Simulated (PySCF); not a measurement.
Ionisation energy of P(4+) by level of theory

P(4+) [Ne] 3s1 (2S) → P(5+) [Ne] (1S), as a difference of total energies. Computed with PySCF 2.14 in an uncontracted even-tempered set (20 s from 0.09 bohr⁻², ratio 2.5; 12 p from 0.12 bohr⁻², ratio 2.5; 5 d from 0.68 bohr⁻², ratio 2.7; 5 f from 1 bohr⁻², ratio 2.7), with the spin-free X2C one-electron Hamiltonian (Gaussian nucleus). Correlated levels: outer shells: 1s2 frozen; virtual orbitals above 40 to 60 times the deepest correlated orbital energy dropped. The calculations carry no spin-orbit coupling.

```json
{"method": "UHF", "ionisation energy (eV)": "64.574", "error (eV)": "-0.451"}
{"method": "MP2 (outer shells)", "ionisation energy (eV)": "64.990", "error (eV)": "-0.035"}
{"method": "SCS-MP2 (outer shells)", "ionisation energy (eV)": "64.909", "error (eV)": "-0.116"}
{"method": "CCSD (outer shells)", "ionisation energy (eV)": "64.998", "error (eV)": "-0.027"}
{"method": "CCSD(T) (outer shells)", "ionisation energy (eV)": "65.006", "error (eV)": "-0.019"}
```

Reference: 65.025 eV (measured; NIST Atomic Spectra Database, ionization energies).
